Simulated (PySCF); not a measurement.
C₃H₅N₂, SMILES c1c[nH][nH+]c1, charge +1. Heavy atoms are numbered as in [cH:1]1[cH:2][nH:3][nH+:4][cH:5]1. Hydrogens are named by the atom that carries them.

Coordinates come from a TPSSh-D3(BJ)/def2-SVP optimisation. The isomer is the one that the SMILES or the coordinates give; other isomers of the formula were not compared.

All values below come from PySCF with PBE/pcSseg-1.

GIAO shieldings, no solvent; atoms alike by connectivity are averaged. δ = σ(ref) − σ: ¹³C against TMS (σ = 182.0 ppm); ¹⁵N against NH3 (σ = 267.0 ppm); ¹H against TMS (σ = 31.49 ppm), references at their B3LYP-D3(BJ)/def2-TZVP geometries, non-relativistic.

```json
[
 {"nucleus": "¹³C", "atoms": "C2 (CH)", "count": "2", "δ (ppm)": "141.5"},
 {"nucleus": "¹³C", "atoms": "C1 (CH)", "count": "1", "δ (ppm)": "120.2"},
 {"nucleus": "¹⁵N", "atoms": "N3 (NH)", "count": "2", "δ (ppm)": "207.5"},
 {"nucleus": "¹H", "atoms": "H on N3", "count": "2", "δ (ppm)": "10.01"},
 {"nucleus": "¹H", "atoms": "H on C2", "count": "2", "δ (ppm)": "8.57"},
 {"nucleus": "¹H", "atoms": "H on C1", "count": "1", "δ (ppm)": "7.82"}
]
```
